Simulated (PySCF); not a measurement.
H₂RuO (triplet). All numbers come from UPBE0 in PySCF with Ru def2-TZVP with ECP28, O def2-TZVP, H def2-TZVP; scalar-relativistic core potentials, no spin–orbit coupling; density-fitted integrals.

Harmonic bands of its minimum:

| ω (cm⁻¹) | IR (km/mol) |
| --- | --- |
| 583 | 57.5 |
| 613 | 0.0 |
| 707 | 1.2 |
| 1008 | 99.2 |
| 2144 | 45.1 |
| 2186 | 33.5 |

Q: The central atom is Ru. Infer the point group and assign the bands.

A: Cs. The modes span 4a' + 2a'': 583 a', 613 a'', 707 a', 1008 a', 2144 a'', 2186 a'. The computed geometry has Ru–H 1.568 Å (×2), Ru–O 1.658 Å; H–Ru–H 84.4°, H–Ru–O 104.3° (×2).

This need not be the most stable arrangement of these atoms. Other spin states or occupations of the open shell can lie lower.
